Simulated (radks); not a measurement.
Question: Fe, 26 electrons, occupied as [Ar] 3d6 4s2 (the NIST ground configuration). Calculated with a radial shooting solver on a logarithmic mesh with Libxc functionals: scalar-relativistic Kohn-Sham, PBEsol, spin-polarised, spherical densities, finite nucleus; open shells are filled with parallel spins first; Fermi nuclear charge, rms radius 3.7377 fm. Some entries of the table are withheld. Estimate them.

orbital  occ.  eigenvalue (eV)  r(max) (bohr)
1s up       1        -6991.032        0.03829
1s down     1        -6991.030        0.03829
2s up       1        -819.1008         0.2226
2s down     1        -817.1809         0.2225
2p up       3        -698.0387         0.1799
2p down     3        -696.5793         0.1798
3s up       1         -95.2955         0.7007
3s down     1         -91.0602         0.7016
3p up       3         -61.4354            (1)
3p down     3         -57.2798            (2)
3d up       5          -8.9181         0.7077
4s up       1          -5.6547          2.356
3d down     1          -5.2327         0.7181
4s down     1          -4.8655          2.507

Answer: 
(1) 3p up r(max) (bohr): 0.7128
(2) 3p down r(max) (bohr): 0.7143
